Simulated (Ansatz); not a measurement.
System (SMILES): B=[N] (BH-N), doublet.
Atoms: B1, N2, H3. Bonds: B1-N2, B1-H3.

Basis-set convergence of the optimised B1-N2 bond length at MP2 with Ansatz (a first-principles code). The reference of a correlated method is not its basis-set limit, which lies further on. All functions are spherical. Cores are frozen. Open shells are unrestricted. No added dispersion term, no relativity. Reference: the value in aug-cc-pVQZ, 1.3014 Å, itself unsure by roughly 0.0006 Å (its mean distance from def2-QZVPP, cc-pVQZ). Deviations are taken from unrounded values.

```tsv
basis	functions	optimised B1-N2 bond length (Å)
cc-pVDZ	33	1.3082
aug-cc-pVDZ	55	1.3125
6-311G**	42	1.3013
6-311+G**	50	1.3035
cc-pVTZ	74	1.3041
aug-cc-pVTZ	115	1.3053
def2-TZVPP	76	1.3031
def2-TZVPPD	91	1.3038
cc-pVQZ	140	1.3008
aug-cc-pVQZ	206	1.3014
```

What the diffuse functions change, pair by pair:
- cc-pVDZ to aug-cc-pVDZ: 22 more functions, deviation 0.0067 to 0.0111 Å
- 6-311G** to 6-311+G**: 8 more functions, deviation -0.0002 to 0.0021 Å
- cc-pVTZ to aug-cc-pVTZ: 41 more functions, deviation 0.0027 to 0.0039 Å
- def2-TZVPP to def2-TZVPPD: 15 more functions, deviation 0.0017 to 0.0023 Å
- cc-pVQZ to aug-cc-pVQZ: 66 more functions, deviation -0.0006 to 0.0000 Å

Leaving out the reference's own pair, they bring the value nearer the reference by more than 0.0006 Å in 0 of 4 pairs.
